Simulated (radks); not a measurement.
Ionisation of the promethium ion Pm3+, [Xe] 4f4, to [Xe] 4f3 as the strength of local exchange is varied. All-electron calculation, Dirac Kohn-Sham, Slater X-alpha exchange (alpha = 2/3 is LDA exchange), no correlation, spin-unpolarised, spherical densities, finite nucleus; open shells fill j = l - 1/2 first; Fermi nuclear charge, rms radius 4.962 fm. Program: a radial shooting solver on a logarithmic mesh with Libxc functionals.

| alpha | E(Pm3+) (hartree) | exchange (hartree) | IE (eV) | -e of the level emptied (eV) | <r> of it (bohr) |
|---|---|---|---|---|---|
| 0.598 | -9989.9735 | -193.0038 | 37.596 | 28.410 (4f5/2) | 0.9547 |
| 0.628 | -9999.6606 | -202.8795 | 38.526 | 29.255 (4f5/2) | 0.9469 |
| 0.667 | -10012.2676 | -215.7451 | 39.751 | 30.371 (4f5/2) | 0.9371 |
| 0.685 | -10018.0914 | -221.6934 | 40.322 | 30.893 (4f5/2) | 0.9327 |
| 0.928 | -10097.0373 | -302.6368 | 48.394 | 38.336 (4f5/2) | 0.8805 |
| 1.045 | -10135.2625 | -342.0336 | 52.509 | 42.171 (4f5/2) | 0.8590 |

NIST Atomic Spectra Database: 41.2 +/- 0.09 eV (semi-empirical). The Delta-SCF value meets it near alpha = 0.71. Spin polarisation and multiplet splitting are left out, so open shells lie too high by an amount that depends on their filling.

Beside tabulated values, note that spin-unpolarised runs miss the spin-polarisation part of the exchange energy of open shells. No tabulated value is given for the 4+ ions of Nd, Pm and Eu to Yb, where it belongs to another shell than the one emptied here.
